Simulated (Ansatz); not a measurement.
Calculated with Ansatz (gas phase, PBE0-D4/def2-TZVP geometries, no zero-point term in ΔE). CBS: MP2 limit from def2 TZ/QZ plus the TZ coupled-cluster correction, frozen cores. DFT in def2-TZVPP. Each species was taken in one conformer, which may not be the lowest.

Reaction (isomerisation): `N[SiH2]O[SiH](N)Cl` → `N[Si@H](Cl)[Si@@H](N)O`

| level | ΔE (eV) |
| --- | --- |
| PBE-D4 | 1.11 |
| r2SCAN-D4 | 1.36 |
| SCS-MP2/def2-TZVPP | 1.52 |
| MP2/def2-QZVPP | 1.49 |

Task: What does CCSD(T)/CBS give? (Best estimate.)

Result: The calculation gave: +1.42 eV. The listed levels differ from it by -0.31, -0.06, 0.10, 0.07 eV.

Largest T1 diagnostic among the species: 0.011.

From PBE to PBE0 (25 % exact exchange), in def2-TZVPP and without D4, ΔE moves by +0.13 eV. In def2-TZVPP, CCSD(T) changes the Hartree–Fock value by −0.27 eV (the triples alone add −0.04 eV) and MP2 by −0.22 eV.
